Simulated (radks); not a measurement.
The numbers below are computed, except where a source is named.
Effect of the nuclear size on the calcium ion Ca2+, [Ar]. Code: a radial shooting solver on a logarithmic mesh with Libxc functionals. Model: Dirac Kohn-Sham, exchange-only LDA, spin-unpolarised, spherical densities, finite nucleus; Fermi nuclear charge, rms radius 3.4776 fm. The rms radius is varied about that value; shifts are against it.

rms radius (fm),total energy shift (eV),density at nucleus (e/bohr^3),1s1/2 shift (meV),2s1/2 shift (meV),2p1/2 shift (meV),3s1/2 shift (meV)
3.0881,-0.00634,6136,-2.68,-0.213,0.031,-0.027
3.2689,-0.00349,6127,-1.47,-0.117,0.017,-0.015
3.4776,0,6117,0.000,0.000,0.000,0.000
3.6028,0.00219,6111,0.927,0.074,-0.011,0.009
4.1836,0.0134,6088,5.65,0.448,-0.066,0.057

Slopes of the eigenvalues against <r^2> in GHz/fm^2, as finite differences over the two radii next to the reference (eigenvalue slopes, not the field-shift constants of lines): 1s1/2 253, 2s1/2 20.1, 2p1/2 -2.96.
